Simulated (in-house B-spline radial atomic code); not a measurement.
What moves the levels of Ru II (Ru+) ([Kr] 4d7)? Level of theory: Dirac-Hartree-Fock, average of the jj configuration, Fermi nucleus of rms radius 4.3908 fm; calculated with an all-electron radial atomic-structure program (B-spline basis).

Baseline run (computed): total energy -4529.0715 hartree, 1s1/2 at -817.9669 hartree, 4d5/2 at -17.436 eV with <r> = 1.633 bohr.

Changing the nucleus:

```tsv
nucleus	ΔE (eV)
Fermi nucleus of rms radius 4.4229 fm, A = 98	0.0272
Fermi nucleus of rms radius 4.4338 fm, A = 99	0.0365
Fermi nucleus of rms radius 4.4531 fm, A = 100	0.053
Fermi nucleus of rms radius 4.4606 fm, A = 101	0.0594
Fermi nucleus of rms radius 4.4809 fm, A = 102	0.0769
Fermi nucleus of rms radius 4.5098 fm, A = 104	0.102
```

A larger nucleus binds the electrons less, roughly as the density at the nucleus times the change of the nuclear <r²>. The reference is A = 96.
